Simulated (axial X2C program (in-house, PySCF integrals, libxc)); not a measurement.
Spectroscopic constants of SnSe⁻

Calculated with an in-house relativistic program for diatomic molecules. Spin-free means the one-electron spin-free X2C Hamiltonian; two-component (2c) means X2C with spin–orbit coupling and atomic mean-field two-electron Coulomb and Gaunt terms, so the difference of the two also holds small scalar two-electron terms. Basis: Sn dyall-acv3z [12s13p10d5f1g], Se dyall-acv3z [9s10p7d5f1g] (cores contracted in-house); Gaussian nuclei, density fitting, unrestricted open shells. Masses: Sn 119.902 u, Se 79.917 u.

The run was started with this input:
```json
{"zs": [50, 34], "q": -1, "bas": ["dyall-acv3z", "dyall-acv3z"], "levels": ["PBE0", "HF", "PW91"], "cc": true, "r0": 2.37, "thr": -1.0, "nmax": 90, "npts": 10, "nst": 2, "ntry": 6}
```
```bash
python so2c.py task.json out
```

Keys: zs atomic numbers; q charge; bas basis sets; levels methods; cc coupled cluster on or off; r0 starting distance in Å; thr threshold in hartree for freezing inner shells (an s shell follows its p shell); nmax most natural virtual spinors; npts points on the curve; nst determinants followed; ntry starts of the search. HF also brings MP2.

State, spin-free: M_S = 1/2, Λ = 1 (beyond evenly filled blocks: π+α); electrons by block: σα: 18, σβ: 18, π+α: 10, π+β: 9, π-α: 9, π-β: 9, δ+α: 3, δ+β: 3, δ-α: 3, δ-β: 3. Fragments: Sn + Se-.

State, 2c: Ω = 1/2 (⟨Sz⟩ = -0.50, ⟨Lz⟩ = 1.00 at PBE0); electrons by block: 1/2: 28, -1/2: 27, 3/2: 12, -3/2: 12, 5/2: 3, -5/2: 3. Fragments: Sn + Se-.

```
Hamiltonian  level  Re (Å)  ωe (cm⁻¹)  ωexe (cm⁻¹)  αe (cm⁻¹)  De (eV)  D0 (eV)  μ (D)
  spin-free   PBE0   2.430      277.1        0.562   0.000169     3.50     3.49  -1.67
  spin-free   PW91   2.459      260.1         0.58   0.000177     3.73     3.71  -1.38
         2c   PBE0   2.434      275.3        0.565   0.000169      n/a      n/a  -1.83
         2c   PW91   2.464      258.3        0.581   0.000177      n/a      n/a  -1.55
```

Dipoles are positive if Se is the positive end and refer to the centre of mass.

The state is one determinant whose occupation by symmetry is held fixed; it was picked as the lowest of a PBE0 search that is not exhaustive. De is counted from the lowest determinant-based energies of the atoms at the same level, without counterpoise correction. De is not given where an atomic determinant may have missed its ground term or J level, or where the truncated virtual space spoils (T). Density functionals use the spin component along the axis (collinear). Without a current term, density functionals place determinants with orbital angular momentum somewhat too high. The highest occupied level of some functionals is positive through self-interaction error; at Hartree–Fock it is bound.

No reliable constants came from CCSD (2c), CCSD (spin-free), CCSD(T) (2c), CCSD(T) (spin-free), HF (2c), HF (spin-free), MP2 (2c), MP2 (spin-free): no minimum in range, unconverged points, a curve that is not smooth, a change of character along it, or the two Hamiltonians disagreeing along it.

Rough cost a point (2c) on 1 thread(s) of a shared host, integrals apart: PBE0 2.2 s, PW91 0.7 s.

The whole task took 5 min on 1 thread of Arm Neoverse V2, on a shared host.
